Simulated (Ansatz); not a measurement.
```yaml
crystal:
  periodic: [false, false, false]
  atoms:
    - {symbol: As, position_ang: [-2.379473, -0.230539, 0.223703]}
    - {symbol: As, position_ang: [1.564445, 0.274013, -1.015905]}
    - {symbol: As, position_ang: [-0.828152, 1.490785, -0.448742]}
    - {symbol: As, position_ang: [1.217310, -1.292744, 0.875793]}
    - {symbol: As, position_ang: [1.010218, 1.183083, 1.224661]}
    - {symbol: As, position_ang: [-0.584337, -1.424598, -0.859500]}
basis:
  gaussian: {orbitals: def2-TZVP}
magnetization: {spin_polarized: true, initial_magnetization: 2}
hamiltonian: {xc: pbe0, dispersion: d4}
scf: {omitted_lower_state_checks: [starts]}
output: {orbitals: {seedname: orbitals}}
```

```sh
$ ansatz run in.yaml --threads 4 --pin off --events-out ev --progress --plain --max-ram 4787MiB
```

(1) Does this run fit into the memory that it is given?

Answers

(1) No. It has 288 basis functions, and Ansatz plans for 5.43 GiB where 4.67 GiB are given.
